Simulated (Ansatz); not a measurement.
Mulliken charges of `O[Si](F)(Br)O[SiH3]` from PBE/def2-TZVPP in Ansatz (PBE0-D4/def2-TZVP geometry).

```json
{"atom": "O1", "x (Å)": "-1.092", "y (Å)": "-1.069", "z (Å)": "-2.027", "charge (e)": "-0.317"}
{"atom": "Si2", "x (Å)": "-1.113", "y (Å)": "-0.249", "z (Å)": "-0.636", "charge (e)": "0.633"}
{"atom": "F3", "x (Å)": "-1.937", "y (Å)": "1.092", "z (Å)": "-0.796", "charge (e)": "-0.249"}
{"atom": "Br4", "x (Å)": "-2.149", "y (Å)": "-1.478", "z (Å)": "0.848", "charge (e)": "-0.177"}
{"atom": "O5", "x (Å)": "0.371", "y (Å)": "0.135", "z (Å)": "-0.158", "charge (e)": "-0.275"}
{"atom": "Si6", "x (Å)": "1.368", "y (Å)": "0.515", "z (Å)": "1.098", "charge (e)": "0.332"}
{"atom": "H7", "x (Å)": "-0.447", "y (Å)": "-0.820", "z (Å)": "-2.692", "charge (e)": "0.199"}
{"atom": "H8", "x (Å)": "1.017", "y (Å)": "1.856", "z (Å)": "1.623", "charge (e)": "-0.048"}
{"atom": "H9", "x (Å)": "1.229", "y (Å)": "-0.502", "z (Å)": "2.168", "charge (e)": "-0.046"}
{"atom": "H10", "x (Å)": "2.752", "y (Å)": "0.520", "z (Å)": "0.571", "charge (e)": "-0.051"}
```

Task: By hand: the dipole of these point charges (1 e Å = 4.8032 D).

Result: Σ q r = (0.522, 0.049, -0.046) e Å, of length 0.526 e Å = 2.53 D.

Task: How does the dipole of the full density compare? (Estimate.)

Result: Ansatz gave: (0.440, 0.049, -0.127) e Å, 2.21 D; the point charges give 1.14 times that, at 11° from its direction.

Point charges leave out the atoms' own dipoles, such as those of lone pairs, and Mulliken's split depends on the basis, so the close match here is no proof of good charges.
